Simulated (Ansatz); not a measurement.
`C[SiH](O)Br` + `O[SiH3]` → `O[SiH](Br)O[SiH3]` + CH₄ at 600 K and 1 bar (ligand exchange at the Si–C bond).

Isolated molecules relaxed with PBE0-D4/def2-TZVP in Ansatz; ΔE leaves out vibrations. CCSD(T)/CBS adds triple-zeta CCSD(T) − MP2 to the extrapolated MP2 energy (def2 sets, frozen cores). This one scheme is used for every species. For Br outer-core shells are correlated without core-valence functions, which leaves a few kJ/mol of doubt a bond. Scalar relativity is left out up to krypton. One conformer a species, not always the lowest.

```json
{"species": "`C[SiH](O)Br`", "CCSD(T)/CBS energy (Eh)": "-2978.74949", "H − E (kJ/mol)": "215.9", "S (J/(mol·K))": "421.8"}
{"species": "`O[SiH3]`", "CCSD(T)/CBS energy (Eh)": "-366.69042", "H − E (kJ/mol)": "135.7", "S (J/(mol·K))": "307.9"}
{"species": "`O[SiH](Br)O[SiH3]`", "CCSD(T)/CBS energy (Eh)": "-3305.02778", "H − E (kJ/mol)": "212.6", "S (J/(mol·K))": "502.5"}
{"species": "CH₄", "CCSD(T)/CBS energy (Eh)": "-40.46206", "H − E (kJ/mol)": "140.4", "S (J/(mol·K))": "215.7"}
```

H − E and S are ideal-gas, rigid-rotor, harmonic terms from PBE0-D4/def2-TZVP, for one conformer and one mirror image of each species. 1 Eh = 2625.50 kJ/mol, R = 8.31446 J/(mol·K).

Question: By hand: ΔE, ΔH, ΔS and ΔG.

Answer: ΔE = (-3305.02778) + (-40.46206) − (-2978.74949) − (-366.69042) = -0.04993 Eh = -131.1 kJ/mol. Δ(H − E) = 212.6 + 140.4 − 215.9 − 135.7 = 1.4, so ΔH = -129.7 kJ/mol. ΔS = 502.5 + 215.7 − 421.8 − 307.9 = -11.5 J/(mol·K). ΔG = -129.7 − 600 × (-11.5)/1000 = -122.8 kJ/mol.

Question: By hand: the equilibrium constant, and the temperature at which ΔG would vanish if ΔH and ΔS stayed fixed.

Answer: log₁₀ K = −ΔG/(RT ln 10) = 10.7. ΔG = 0 at ΔH/ΔS = 11278 K, far beyond where these terms or the molecules hold.

The number of gas molecules stays the same, so ΔS is small and ΔH decides. A doubt of 5 kJ/mol in ΔE shifts log₁₀ K by 0.4 here. Other conformers and mirror images would add mixing entropy, several J/(mol·K) or more a flexible species. Modes under 60 cm⁻¹, often nearly free rotors, make the harmonic entropy too high. These are equilibria of isolated gas molecules and say nothing of rates. Largest T1 diagnostic: 0.011 (customary marks: 0.02 for closed shells, 0.045 for open ones).
